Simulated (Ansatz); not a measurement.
`N#C[Si](F)(F)F` + CH₃SH → `CS[Si](F)(F)F` + `C#N` at 400 K and 1 bar (ligand exchange at the Si–C bond).

Computed with Ansatz on PBE0-D4/def2-TZVP structures; ΔE is electronic, products minus reactants. CCSD(T)/CBS is the MP2 limit (def2-TZVPP, def2-QZVPP) plus CCSD(T) − MP2 in def2-TZVPP, frozen cores. This one scheme is used for every species. One conformer a species, not always the lowest.

| species | CCSD(T)/CBS energy (Eh) | H − E (kJ/mol) | S (J/(mol·K)) |
| --- | --- | --- | --- |
| `N#C[Si](F)(F)F` | -681.41275 | 76.4 | 351.6 |
| CH₃SH | -438.22835 | 138.7 | 269.4 |
| `CS[Si](F)(F)F` | -1026.33397 | 164.0 | 405.2 |
| `C#N` | -93.32098 | 56.1 | 211.9 |

H − E and S are ideal-gas, rigid-rotor, harmonic terms from PBE0-D4/def2-TZVP, for one conformer and one mirror image of each species. 1 Eh = 2625.50 kJ/mol, R = 8.31446 J/(mol·K).

Q: By hand: ΔE, ΔH, ΔS and ΔG.

A: ΔE = (-1026.33397) + (-93.32098) − (-681.41275) − (-438.22835) = -0.01385 Eh = -36.4 kJ/mol. Δ(H − E) = 164.0 + 56.1 − 76.4 − 138.7 = 5.0, so ΔH = -31.4 kJ/mol. ΔS = 405.2 + 211.9 − 351.6 − 269.4 = -3.9 J/(mol·K). ΔG = -31.4 − 400 × (-3.9)/1000 = -29.8 kJ/mol.

Q: By hand: the equilibrium constant, and the temperature at which ΔG would vanish if ΔH and ΔS stayed fixed.

A: log₁₀ K = −ΔG/(RT ln 10) = 3.9. ΔG = 0 at ΔH/ΔS = 8051 K, far beyond where these terms or the molecules hold.

The number of gas molecules stays the same, so ΔS is small and ΔH decides. A doubt of 5 kJ/mol in ΔE shifts log₁₀ K by 0.7 here. Other conformers and mirror images would add mixing entropy, several J/(mol·K) or more a flexible species. Modes under 60 cm⁻¹, often nearly free rotors, make the harmonic entropy too high. These are equilibria of isolated gas molecules and say nothing of rates. Largest T1 diagnostic: 0.014 (customary marks: 0.02 for closed shells, 0.045 for open ones).
